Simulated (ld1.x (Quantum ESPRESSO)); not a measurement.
Configuration tests for zinc (Zn) (PAW)

| Property | Result |
| --- | --- |
| Element | zinc (Zn) |
| Generator | ld1.x (Quantum ESPRESSO) 7.5 |
| Type | PAW |
| Functional | PBE |
| Relativity | scalar-relativistic |
| Frozen core | [Ne] 3s2 |
| Valence charge | 18 |
| Reference configuration | 3p6 3d10 4s2 4p0 |
| Partial waves | 4s (bound): rcut 2.05, rcutus 2.55 bohr; 4s channel at 0.05 Ry: rcut 2.05, rcutus 2.55 bohr; 3p (bound): rcut 1.00, rcutus 1.15 bohr; 4p (bound, empty): rcut 1.00, rcutus 1.15 bohr; 3d (bound): rcut 0.90, rcutus 1.25 bohr; 3d channel at 0.3 Ry: rcut 0.90, rcutus 1.25 bohr |
| Local potential | all-electron potential smoothed inside 1.05 bohr (lloc = -2) |
| Core correction | a·sin(br)/r model core, default radius (ld1.x builds one for every PAW set, though the input has nlcc=.false.) |
| Augmentation charge | PSQ, inside the norm-conserving radii |

Energies are relative to the spin-unpolarised reference configuration 3p6 3d10 4s2 4p0; without spin polarisation the order of configurations can differ from experiment. Not all tests gave a result: 2 of 7 tests not solved or not reliable. Left out of the table: 3p5 3d10 4s2 4p0 (solver errors, printed error -19.4 eV); 3p6 3d9 4s2 4p0 (solver errors, printed error -19.2 eV). The frozen-core shift is the all-electron ΔE with the core orbitals held at their reference shape minus the fully relaxed ΔE.

```
valence configuration  charge  ΔE all-electron (eV)  error AE − PS (meV)  frozen-core shift (meV)
     3p6 3d10 4s1 4p0      +1                 9.888                 +3.1                     +1.6
      3p6 3d9 4s0 4p0      +3                68.865                  -37                      +19
   3p6 3d10 4s1.5 4p0    +0.5                 3.941                 +0.8                     +0.7
      3p6 3d8 4s0 4p0      +4               130.679                 -191                     +122
```

(1) What are ΔE and the potential's error for 3p6 3d10 4s0 4p0?

Levels in the configuration 3p6 3d8 4s0 4p0:

```tsv
level	all-electron (eV)	pseudo (eV)
3p	-148.507	-148.755
3d	-73.349	-73.580
```

Results:

(1) ΔE = 28.331 eV all-electron; the error (AE − PS) is +0.4 meV.

These tests converged, but a pseudo level misses the all-electron one widely, so the file describes the atom poorly there or has found another state: 3p6 3d9 4s0 4p0: empty 4s by 8.7 eV (a node warning on the way).
